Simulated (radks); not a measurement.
The cadmium ion Cd+ inside a hard spherical wall (all orbitals vanish at R), configuration held at [Kr] 4d10 5s1 and not refilled when levels cross. Method: scalar-relativistic Kohn-Sham, r2SCAN, spin-polarised, spherical densities, finite nucleus; open shells are filled with parallel spins first (spin-orbit coupling, left out, can overturn this in heavy ions); meta-GGA in the generalised Kohn-Sham scheme; Fermi nuclear charge, rms radius 4.6087 fm; computed with a radial shooting solver on a logarithmic mesh with Libxc functionals. Eigenvalues in eV for spin up, with the zero of energy where the potential of the charges vanishes at infinity; a dash marks a level that is unbound or too diffuse for the functional's potential to be trusted. A positive occupied level is held by the wall or, in an anion where self-interaction has pushed it up, behind a barrier. The pressure on the wall is -dE/dV.

| R (bohr) | E (hartree) | kinetic (hartree) | e(4s) | e(4p) | e(4d) | e(5s) | e(5p, empty) | e(6s, empty) | pressure (GPa) |
|---|---|---|---|---|---|---|---|---|---|
| free | -5594.97848 | 5822.038 | -117.67 | -77.833 | -21.011 | -13.715 | -7.394 | - | 0 |
| 20 | -5594.97848 | 5822.038 | -117.67 | -77.833 | -21.011 | -13.715 | -7.394 | - | < 0.0001 |
| 12 | -5594.97848 | 5822.038 | -117.67 | -77.833 | -21.011 | -13.715 | -7.394 | -0.590 | < 0.0001 |
| 7 | -5594.97747 | 5822.049 | -117.62 | -77.785 | -20.966 | -13.665 | -7.201 | 2.991 | 0.0806 |
| 4 | -5594.84188 | 5822.839 | -115.52 | -75.721 | -19.061 | -9.957 | -0.635 | 34.499 | 34.6 |
| 3 | -5594.13370 | 5826.215 | -109.59 | -70.037 | -13.410 | 3.076 | 17.078 | 92.339 | 435 |
| 2.5 | -5592.57276 | 5833.056 | -101.26 | -61.997 | -4.626 | 24.893 | 43.884 | 164.94 | 2000 |
| 1.5 | -5561.45831 | 5946.873 | -25.081 | 19.069 | 90.270 | 278.65 | 317.80 | 751.01 | 109000 |
